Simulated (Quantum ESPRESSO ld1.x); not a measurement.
All-electron atom: Cs4+ in [Kr] 4d10 5s2 5p2.75 6s0.25 (fractional occupations, a model configuration). Calculated with ld1.x of Quantum ESPRESSO 7.5: scalar-relativistic Kohn-Sham, LDA (Slater exchange, Perdew-Wang correlation), spin-polarised, spherical densities, point nucleus; open shells are filled with parallel spins first.

Unscreened Slater integrals over Kohn-Sham orbitals (cm^-1). They are taken over the spin-up orbitals. Empty in this configuration: 5d.

F0(6s,6s): 59318
F0(6s,5p): 70929
G1(6s,5p): 7355.2
F0(6s,5s): 72458
G0(6s,5s): 4574.9
F0(6s,4d): 78407
G2(6s,4d): 3606.3
F0(6s,5d): 67012
G2(6s,5d): 16889
F0(5p,5p): 107170
F2(5p,5p): 58481
F0(5p,5s): 113210
G1(5p,5s): 76597
F0(5p,4d): 132330
F2(5p,4d): 39909
G1(5p,4d): 12267
G3(5p,4d): 11792
F0(5p,5d): 92412
F2(5p,5d): 46969
G1(5p,5d): 55180
G3(5p,5d): 34806
F0(5s,5s): 120830
F0(5s,4d): 146420
G2(5s,4d): 17956
F0(5s,5d): 95712
G2(5s,5d): 36176
F0(4d,4d): 237380
F2(4d,4d): 120510
F4(4d,4d): 80282
F0(4d,5d): 106350
F2(4d,5d): 24623
F4(4d,5d): 11046
G0(4d,5d): 6076.7
G2(4d,5d): 7325.4
G4(4d,5d): 6027.6
F0(5d,5d): 83260
F2(5d,5d): 44883
F4(5d,5d): 30485

Derived for the open shells (J is the average intra-shell exchange parameter used in DFT+U). 5p: J = F2/5 = 11700 cm^-1.
